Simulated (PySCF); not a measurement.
Cl$_{2}$O$_{2}$W, triplet, at a GFN2-xTB geometry (such geometries of metal compounds can be far from the true shape) (the multiplicity is a formal guess) (core potentials on W), with bond 3-1 at 1.6 times its length. Base run: DF-B3LYP/def2-SVP (PySCF).

Input for PySCF:
```python
from pyscf import gto, scf, dft

mol = gto.Mole()
mol.atom = '''
    W     0.37433821   -0.07415431    0.12270466
    O     1.49271735   -0.62827810   -1.01392940
    O     0.97252291    0.33947529    2.72394984
    Cl   -0.97950147    1.60541944   -0.73627097
    Cl   -1.70452181   -1.07372945   -0.14352742
'''
mol.basis = 'def2-svp'
mol.ecp = {'W': 'def2-svp'}
mol.spin = 2
mol.verbose = 4
mol.build()

mf = dft.UKS(mol)
mf.xc = 'b3lyp'
mf = mf.density_fit(auxbasis='def2-universal-jkfit')
mf.kernel()
```

The base run was repeated with changes; each row names its change, and settings that it needs were set with it.

| change | ΔE vs base (µEh) | SCF cycles | <S^2> | outcome |
|---|---|---|---|---|
| base | 0.0 | 23 | 2.043 | converged |
| conv_tol = 1e-6 | 0.5 | 17 | 2.044 | converged |
| conv_tol = 1e-12 | 0.0 | 45 | 2.043 | converged |
| init_guess = atom | 2912 | 25 | 2.044 | another SCF solution |
| init_guess = 1e | 0.0 | 33 | 2.043 | converged |
| conv_tol = 1e-4 | 4.1 | 14 | 2.046 | converged |
| diis = off; damp = 0.6 (with mf.diis_start_cycle = 200; with mf.max_cycle = 150) | - | 150 | - | not converged |
| diis_space = 12 | 0.0 | 21 | 2.043 | converged |
| init_guess = huckel | 0.0 | 28 | 2.043 | converged |
| conv_tol_grad = 1e-7 | 0.0 | 37 | 2.043 | converged |
| diis_space = 2 | - | 50 | - | not converged |
| diis_space = 20 | 0.0 | 21 | 2.043 | converged |
| diis_space = 4 | 0.0 | 35 | 2.043 | converged |

A guess, shift, damping, solver or small numerical setting can't move a converged solution much, so rows marked as another SCF solution ended in a different state.

Open shells are given as the SCF converged; they aren't shown to be the lowest states, and a large step between rows can be another state.
